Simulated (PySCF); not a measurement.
Si(H)3(Cl) anion (ClH3Si), SMILES [SiH3]Cl (connectivity only; charge and spin as stated), charge -1, multiplicity 2.

Geometry optimised at TPSSh-D3(BJ)/def2-TZVPD. The multiplicity is an assumed one; other spin states were not compared. The isomer is the one that the SMILES or the coordinates give; other isomers of the formula were not compared.

Two levels are set side by side: PBE/def2-TZVPD (PySCF) and ωB97X/def2-TZVPD (PySCF). Same geometry, gas phase. Differences are taken from unrounded values.

```tsv
quantity	ωB97X
α-spin orbital gap (eV)	7.36
β-spin orbital gap (eV)	9.63
mean polarisability (bohr³)	73.4
```

### Question
What does PBE give, and how far is it from ωB97X? (An estimate is asked for; the answer gives what the named calculation found.)

### Answer

| quantity | PBE | PBE minus ωB97X |
|---|---|---|
| α-spin orbital gap (eV) | 2.51 | -4.85 |
| β-spin orbital gap (eV) | 3.56 | -6.08 |
| mean polarisability (bohr³) | 84.2 | 10.8 |

Loosely held outer electrons make PBE densities more polarisable. Differences between two approximate levels are no errors against the true value.

Rough cost on one machine, each run with all the roots and properties that it gave: ωB97X against PBE within a factor of 2.
